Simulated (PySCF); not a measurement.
AlFH4OSi, SMILES [O]([SiH3])[AlH][F]. Atoms are numbered in the order given.

```xyz
8

Al    -0.3622     1.1599     0.6264
F      1.0659     1.7122     1.2751
H     -1.6660     1.9899     0.8463
O     -0.3478    -0.2819    -0.2486
Si    -0.0416    -1.7006    -1.0433
H     -1.0826    -2.7083    -0.6908
H      1.2972    -2.2379    -0.6634
H     -0.0691    -1.4686    -2.5163
```
Charge 0, spin multiplicity 1.

Geometry optimised at B3LYP-D3(BJ)/def2-SVP. One conformer was computed; it need not be the lowest.

Method: PySCF with B3LYP-D3(BJ)/def2-SVP.

Frequencies are harmonic and unscaled.

A small imaginary wavenumber (i) marks a very flat motion, where grid noise or a shallow saddle decides the sign.

Computed harmonic wavenumbers and intensities:
| mode | ν (cm⁻¹) | IR (km/mol) | moving atoms (share of kinetic energy) |
|---|---|---|---|
| 1 | 15i | 0.3 | H 86 %, F 9 % |
| 2 | 53 | 1.0 | O 40 %, F 28 %, Si 18 %, H 13 % |
| 3 | 103 | 2.2 | O 66 %, H 22 % |
| 4 | 269 | 41.0 | O 36 %, F 36 %, Al 21 % |
| 5 | 503 | 177.4 | H 73 %, Al 21 % |
| 6 | 538 | 10.9 | Al 42 %, Si 39 %, H 14 % |
| 7 | 692 | 141.5 | H 86 %, F 8 % |
| 8 | 739 | 65.7 | H 84 %, Si 9 % |
| 9 | 744 | 71.9 | H 84 %, Si 9 % |
| 10 | 874 | 120.6 | F 50 %, Al 42 % |
| 11 | 960 | 93.1 | H 96 % |
| 12 | 961 | 89.5 | H 96 % |
| 13 | 1008 | 430.9 | H 85 %, Si 13 % |
| 14 | 1140 | 441.2 | O 75 %, Al 13 % |
| 15 | 2031 | 111.5 | H 96 % |
| 16 | 2221 | 160.8 | H 96 % |
| 17 | 2222 | 161.3 | H 96 % |
| 18 | 2227 | 81.2 | H 99 % |
